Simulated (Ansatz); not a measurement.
Ansatz (a first-principles code) input:

Ansatz 0.2 input:
```yaml
crystal:
  periodic: [false, false, false]
  atoms:
    - {symbol: B, position_ang: [0.00000000, 0.00000000, 0.00000000]}
    - {symbol: O, position_ang: [-0.00000000, -0.00000000, -1.26121028]}
    - {symbol: O, position_ang: [0.00000000, 0.00000000, 1.26121028]}
basis:
  gaussian:
    orbitals: def2-TZVP
hamiltonian:
  xc: b3lyp
  dispersion: d3bj
magnetization: {spin_polarized: true, initial_magnetization: 1}
phonons: {temperatures: {t_min: 298.15, t_max: 298.15, t_step: 100}}
```

Q: What final total energy does it print?

A: -175.38337 Eh (B3LYP-D3(BJ)/def2-TZVP). The basis has 93 functions.

It need not be the lowest isomer of its formula.
